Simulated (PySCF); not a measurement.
Level of theory: PBE-D3(BJ)/def2-TZVP // B3LYP-D3(BJ)/def2-TZVP (PySCF). All species are isolated molecules in the gas phase. One relaxed conformer stands for a flexible species; it need not be the lowest. 

Reference species (SMILES): `CC[SiH]=[SiH2]` (C–C–Si–Si torsion 20°) (neutral, multiplicity 1).

```json
{
  "LUMO": "-2.46 eV"
}
```

Changed species: `[SiH3]/C=C\[SiH3]`.

Problem. Predict the effect on the LUMO.

Solution. the LUMO rises by 0.38 eV, to -2.08 eV.
